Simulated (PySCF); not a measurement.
Dipole moment and polarisability of 7-chloroindole

7-chloroindole, C8H6ClN.
Numbering: `[Cl:1][c:2]1[cH:3][cH:4][cH:5][c:6]2[cH:7][cH:8][nH:9][c:10]12` (hydrogens: H11 on C3; H12 on C4; H13 on C5; H14 on C7; H15 on C8; H16 on N9)

Cartesian coordinates in Å at the PBE0-D3(BJ)/def2-SVP level; atoms count from 1:
```
atom  x, y, z in Å
Cl1   -0.569    3.243    0.211
C2    -0.796    1.526    0.093
C3    -2.053    0.954    0.002
C4    -2.188   -0.446   -0.091
C5    -1.083   -1.284   -0.094
C6     0.201   -0.719   -0.002
C7     1.536   -1.241    0.025
C8     2.385   -0.168    0.129
N9     1.656    0.995    0.170
C10    0.326    0.693    0.091
H11   -2.933    1.599    0.003
H12   -3.191   -0.871   -0.163
H13   -1.207   -2.367   -0.167
H14    1.831   -2.287   -0.028
H15    3.471   -0.142    0.180
H16    2.021    1.934    0.245
```

Level: CAM-B3LYP/def2-SVPD (PySCF), static field, nuclei fixed, core orbitals frozen in the response. The polarisability tensor in these axes (au):

```
x   141.49  -3.12   3.28
y    -3.12 132.97   4.20
z     3.28   4.20  63.91
```

Q: Diagonalise the tensor; give its mean and Δα, where Δα² is half the sum of the squared differences of the eigenvalues.

A: Principal values 63.50, 132.31 and 142.56 au; mean 112.79 au = 16.71 Å³ = 18.60 × 10⁻⁴⁰ C²·m²/J; Δα = 74.47 au (66 % of the mean).

Q: What is the dipole moment, and where does it point?

A: (1.50, -0.42, 0.04) D, 1.55 D in size, pointing from the negative to the positive side. Measured along this direction, the outermost atoms are H11 at the negative end and H15 at the positive end.

Q: Molar refractivity from α?

A: Lorentz–Lorenz: R = (4π/3)N_A α = 2.5225 cm³/(mol·Å³) × 16.71 Å³ = 42.2 cm³/mol, in the limit of long wavelengths.

Q: Sum over states: ᾱ = Σ f/ω², ω in Eh. What share falls to these 6 lowest TDDFT singlets (eV, f)? 4.92, 0.0788; 5.06, 0.0852; 5.95, 0.0000; 6.15, 0.0006; 6.29, 0.6930; 6.50, 0.0087.

A: They add up to 18.01 au, 16.0 % of the 112.79 au; the largest single term is 12.98 au, from the state at 6.29 eV. Terms in order: 2.41, 2.47, 0.00, 0.01, 12.98, 0.15 au. Higher excitations give the rest. The strengths listed sum to 0.866.

Q: How large is μ²/3kT at 400 K beside α?

A: In Gaussian units μ²/3kT = 14.58 Å³ against 16.71 Å³, a ratio of 0.87; the Debye molar polarisation (4π/3)N_A(α + μ²/3kT) is 78.9 cm³/mol, leaving out the vibrational part.

Geometry: PBE0-D3(BJ)/def2-SVP; no solvent, vibrations or thermal averaging.
